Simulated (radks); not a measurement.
Values are calculated unless marked as measured or tabulated.
The indium ion In+, configuration [Kr] 4d10 5s2. Code: a radial shooting solver on a logarithmic mesh with Libxc functionals. Model: Dirac Kohn-Sham, HCTH/407, spin-unpolarised, spherical densities, finite nucleus; Fermi nuclear charge, rms radius 4.6156 fm.

Unscreened Slater integrals over Kohn-Sham orbitals (eV). Large and small components are both included.

F0(5s1/2,5s1/2): 9.8657
F0(5s1/2,4d5/2): 12.162
G2(5s1/2,4d5/2): 1.7618
F0(5s1/2,4d3/2): 12.185
G2(5s1/2,4d3/2): 1.6997
F0(5s1/2,4p3/2): 12.501
G1(5s1/2,4p3/2): 0.76501
F0(4d5/2,4d5/2): 21.042
F2(4d5/2,4d5/2): 10.467
F4(4d5/2,4d5/2): 6.8514
F0(4d5/2,4d3/2): 21.182
F2(4d5/2,4d3/2): 10.538
G2(4d5/2,4d3/2): 10.531
G4(4d5/2,4d3/2): 6.8955
F0(4d5/2,4p3/2): 23.282
F2(4d5/2,4p3/2): 11.570
G1(4d5/2,4p3/2): 14.643
G3(4d5/2,4p3/2): 8.9740
F0(4d3/2,4d3/2): 21.325
F2(4d3/2,4d3/2): 10.613
F0(4d3/2,4p3/2): 23.469
F2(4d3/2,4p3/2): 11.703
G1(4d3/2,4p3/2): 14.840
G3(4d3/2,4p3/2): 9.1005
F0(4p3/2,4p3/2): 26.336
F2(4p3/2,4p3/2): 13.798
